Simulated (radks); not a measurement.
The numbers below are computed, except where a source is named.
Valence configurations of F (all share [He]). Level of theory: scalar-relativistic Kohn-Sham, r2SCAN, spin-polarised, spherical densities, finite nucleus; open shells are filled with parallel spins first; meta-GGA in the generalised Kohn-Sham scheme; Fermi nuclear charge, rms radius 2.8976 fm (a radial shooting solver on a logarithmic mesh with Libxc functionals). Energies are relative to 2s2 2p5; eigenvalues in eV for spin up.

valence,E (eV),moment (Bohr magnetons),e(2p),e(2s)
2s2 2p5,0.000,1,-12.570,-32.570
2s1.5 2p5.5,9.976,1,-12.867,-32.965
2s1 2p6,19.870,1,-13.171,-33.369

NIST lists [He] 2s2 2p5 as the ground configuration; this level of theory agrees among the configurations tried. The energies are those of spherical high-spin densities, not of single terms.
